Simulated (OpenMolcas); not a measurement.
**OpenMolcas run: Ho3+**

Ho3+ with 6 ligands (iodide) in trigonal antiprismatic coordination (D3d) at 3.03 Å, a polar angle of 59.7° against the regular 54.74°. A charge of +0.5 e stands 3.2 Å behind each ligand. Ligand basis ANO-RCC-VDZP. With inversion symmetry the input lists one of each pair of outer charges.

Input:

```
&GATEWAY
Coord
7

Ho 0.0 0.0 0.0
I 0.000000 2.615069 1.530462
I -2.264716 -1.307535 1.530462
I 2.264716 -1.307535 1.530462
I 0.000000 -2.615069 -1.530462
I 2.264716 1.307535 -1.530462
I -2.264716 1.307535 -1.530462
Basis=Ho.ANO-RCC-VDZP,I.ANO-RCC-VDZP
Group=XYZ
NoMove
AngMom=0.0 0.0 0.0
AMFI
RICD
XField
3 Angstrom 0
0.000000 5.376858 3.146792 0.500000
4.656495 -2.688430 3.146791 0.500000
4.656495 2.688430 -3.146791 0.500000
&SEWARD
&RASSCF
FileOrb=start.orb
Symmetry=1
Spin=5
nActEl=10 0 0
Inactive=96 93
Ras2=0 7
CIRoot=35 35 1
SDav=35
CIMx=300
Iter=150 100
PrWF=0.3
OrbListing=Nothing
MaxOrb=0
LevShft=1.0
>>> COPY $Project.JobIph JOB001
&RASSCF
FileOrb=start.orb
Symmetry=1
Spin=3
nActEl=10 0 0
Inactive=96 93
Ras2=0 7
CIRoot=162 162 1
SDav=210
CIMx=300
Iter=150 100
PrWF=0.3
OrbListing=Nothing
MaxOrb=0
CIOnly
LevShft=1.0
>>> COPY $Project.JobIph JOB002
&RASSCF
FileOrb=start.orb
Symmetry=1
Spin=1
nActEl=10 0 0
Inactive=96 93
Ras2=0 7
CIRoot=162 162 1
SDav=196
CIMx=300
Iter=150 100
PrWF=0.3
OrbListing=Nothing
MaxOrb=0
CIOnly
LevShft=1.0
>>> COPY $Project.JobIph JOB003
&RASSI
NrOfJobIphs=3 30 106 31
1 2 3 4 5 6 7 8 9 10 11 12 13 14 15 16 17 18 19 20 21 22 23 24 25 26 27
28 29 30
1 2 3 4 5 6 7 8 9 10 11 12 13 14 15 16 17 18 19 20 21 22 23 24 25 26 27
28 29 30 31 32 33 34 35 36 37 38 39 40 41 42 43 44 45 46 47 48 49 50 51
52 53 54 55 56 57 58 59 60 61 62 63 64 65 66 67 68 69 70 71 72 73 74 75
76 77 78 79 80 81 82 83 84 85 86 87 88 89 90 91 92 93 94 95 96 97 98 99
100 101 102 103 104 105 106
1 2 3 4 5 6 7 8 9 10 11 12 13 14 15 16 17 18 19 20 21 22 23 24 25 26 27
28 29 30 31
IphNames
JOB001
JOB002
JOB003
EJob
SpinOrbit
DIPRint=1.0
SOCoupling=1000.0
Subsets=2
Property=9
'ANGMOM' 1 'ANGMOM' 2 'ANGMOM' 3 'MLTPL  1' 1 'MLTPL  1' 2 'MLTPL  1' 3
'AMFI' 1 'AMFI' 2 'AMFI' 3
SOProperty=3
'ANGMOM' 1 'ANGMOM' 2 'ANGMOM' 3
```

Launched by
```bash
OMP_NUM_THREADS=1 MOLCAS_MEM=2457 MOLCAS_PROJECT=a pymolcas a.inp > a.log  # once for each step of the input, in one work folder
```

A driver script runs the steps one by one and writes start.orb anew before each from the orbitals found so far, so a CI-only block uses the converged orbitals of the first block.

Output, cut to the results:

```
--- SEWARD ---
Basis set label: HO.ANO-RCC...7S6P4D2F1G.

      Electronic valence basis set:
      ------------------
      Associated Effective Charge  67.000000 au
      Associated Actual Charge     67.000000 au
      Nuclear Model: Point charge

      Shell  nPrim  nBasis  Cartesian Spherical Contaminant
         s      25       7        X
         p      22       6        X
         d      15       4                 X
         f      11       2                 X
         g       4       1                 X
                  Relativistic Douglas-Kroll-Hess integrals:
                    - DKH order of Hamiltonian: 2
                    - DKH order of Properties : 0
                  Atomic mean-field integrals
--- RASSCF ---
Wave function specifications:
      -----------------------------

      Number of closed shell electrons         378
      Number of electrons in active shells      10
      Max number of holes in RAS1 space          0
      Max nr of electrons in RAS3 space          0
      Number of inactive orbitals              189
      Number of active orbitals                  7
      Number of secondary orbitals             130
      Spin quantum number                      2.0
      State symmetry                             1
Orbital specifications:
      -----------------------

      Symmetry species                           1   2
                                                ag  au
      Frozen orbitals                            0   0
      Inactive orbitals                         96  93
      Active orbitals                            0   7
      RAS1 orbitals                              0   0
      RAS2 orbitals                              0   7
      RAS3 orbitals                              0   0
      Secondary orbitals                        69  61
      Deleted orbitals                           0   0
      Number of basis functions                165 161
      Number of CSFs                            35
      Number of root(s) required                35
      Iter CI   SX   CI       RASSCF       Energy    max ROT     max BLB   max BLB  Level Ln srch  Step   QN
          iter iter root      energy       change     param      element    value   shift minimum  type update
 Nr of preliminary CI iterations:   1
      Total energies have been shifted. Add               -55000.00 au
        1   1    9    0  -270.75380408    0.00E+00  -4.14E-02   94 101 2  2.97E-01*  1.71   0.00    SX    NO
        2   1    9    0  -271.04543474   -2.92E-01* -2.93E-02   14 116 1  1.18E-01*  1.25   0.00    SX    NO
        3   1    9    0  -271.15510035   -1.10E-01*  2.20E-02   28  98 1  8.07E-02*  1.32   0.00    SX    NO
        4   1    9    0  -271.19850063   -4.34E-02*  1.67E-02   28  98 1  5.78E-02*  1.20   0.00    SX    NO
        5   1    9    0  -271.21896275   -2.05E-02*  2.99E-02   28  98 1  4.24E-02*  1.22   2.02    QN   YES
        6   1    8    0  -271.23491176   -1.59E-02* -7.00E-03   10 108 2 -1.08E-02*  1.15   1.14    QN   YES
        7   1    8    0  -271.23630673   -1.39E-03*  4.12E-03   25 109 2 -5.33E-03*  1.14   1.66    QN   YES
        8   1    8    0  -271.23696619   -6.59E-04*  1.20E-03   28 111 1 -2.67E-03*  1.15   1.31    QN   YES
        9   1    7    0  -271.23707512   -1.09E-04*  7.53E-04   11 109 2  1.36E-03*  1.15   1.37    QN   YES
       10   1    7    0  -271.23710212   -2.70E-05*  4.50E-04   10 108 2  7.30E-04*  1.15   1.46    QN   YES
       11   1    7    0  -271.23711037   -8.25E-06*  2.10E-04   32 111 1 -2.69E-04*  1.15   1.37    QN   YES
       12   1    6    0  -271.23711237   -2.00E-06* -1.11E-04   32 111 1 -1.32E-04*  1.15   1.43    QN   YES
       13   1    6    0  -271.23711296   -5.84E-07*  5.56E-05   11 109 2 -1.07E-04*  1.15   1.49    QN   YES
       14   1    6    0  -271.23711312   -1.66E-07* -2.99E-05   28 101 1  4.73E-05   1.15   1.54    LS   YES
       15   1    6    0  -271.23711313   -8.41E-09  -9.52E-06   12 113 2 -5.27E-05   1.15   0.62    QN   YES
      Convergence after 15 iterations
       16   1    6    0  -271.23711316   -3.17E-08* -9.52E-06   32  99 1 -2.62E-05   1.15   0.62    QN   YES
      Natural orbitals and occupation numbers for root  1
      sym 2:   1.000000   1.219602   1.780398   1.092764   1.907236   1.219603   1.780397
      Natural orbitals and occupation numbers for root  2
      sym 2:   1.031991   1.257257   1.734696   1.102468   1.320502   1.658941   1.894144
      Natural orbitals and occupation numbers for root  3
...
--- RASSI ---
SPIN-FREE ENERGIES:
  (Shifted by EMIN (a.u.) =     -55271.3181398788)

 SF State       Relative EMIN(au)   Rel lowest level(eV)    D:o, cm**(-1)

     1             0.0000000000        0.0000000000              0.0000
     2             0.0001281720        0.0034877379             28.1305
     3             0.0001281720        0.0034877379             28.1305
     4             0.0002401827        0.0065357030             52.7140
     5             0.0002826226        0.0076905529             62.0285
     6             0.0002826226        0.0076905529             62.0285
     7             0.0005965567        0.0162331345            130.9291
     8             0.0006156355        0.0167522962            135.1164
     9             0.0006156355        0.0167522962            135.1164
    10             0.0006289320        0.0171141106            138.0346
    11             0.0006973910        0.0189769750            153.0596
    12             0.0007891489        0.0214738367            173.1982
    13             0.0007891489        0.0214738367            173.1982
    14             0.0806239832        2.1938903470          17694.9190
    15             0.0808750094        2.2007211188          17750.0129
    16             0.0809306386        2.2022348655          17762.2221
    17             0.0809306386        2.2022348655          17762.2221
    18             0.0810229927        2.2047479486          17782.4915
    19             0.0812656041        2.2113497407          17835.7385
    20             0.0812671442        2.2113916490          17836.0765
    21             0.0812671447        2.2113916627          17836.0766
    31             0.0963564986        2.6219939011          21147.8070
    32             0.0963564986        2.6219939011          21147.8070
    33             0.0963572438        2.6220141796          21147.9706
    34             0.0963578241        2.6220299688          21148.0979
...
```

Spin-orbit levels above the lowest (labels of D3, the rotations of D3d):

```
E (cm-1)  Degeneracy  Label  2S+1                g
     0.0           1     A2     5                 
     2.3           2      E     5   0.00 0.00 4.41
    13.6           2      E     5   0.00 0.00 5.06
    22.7           1     A1     5                 
    75.2           2      E     5   0.00 0.00 6.46
    83.2           2      E     5   0.00 0.00 2.18
    84.8           1     A2     5                 
    85.5           1     A1     5                 
    97.1           1     A1     5                 
   102.9           2      E     5  0.00 0.00 19.36
   119.9           2      E     5  0.00 0.00 16.84
    5187           1     A2     5                 
    5188           2      E     5   0.00 0.00 3.23
    5190           2      E     5   0.00 0.00 3.14
    5191           1     A1     5                 
    5215           1     A2     5                 
    5217           2      E     5   0.00 0.00 5.01
    5226           2      E     5   0.00 0.00 9.59
    5243           1     A1     5                 
    5244           1     A2     5
```

High states are left out of the spin-orbit mixing, which shifts the levels that they would mix with. Without dynamic correlation the ligand-field splitting of an f shell can come out too small, at times by half. A group larger than the point group allows holds several states that coincide in this model. The first state left out of the spin-orbit step lies near 45000 cm-1 above the lowest spin-free state of the reference (among the parities and spins computed), and the lists stop at four fifths of that energy or lower. No measured value stands beside these numbers; the geometry was imposed, not optimised, and the real ion may take another.

The RASSCF and RASSI steps took 7.6 min on 1 thread of Arm Neoverse V1 (shared host); the integral step is not counted.

With an even number of electrons the g values are those of a degenerate or nearly degenerate non-Kramers pair.
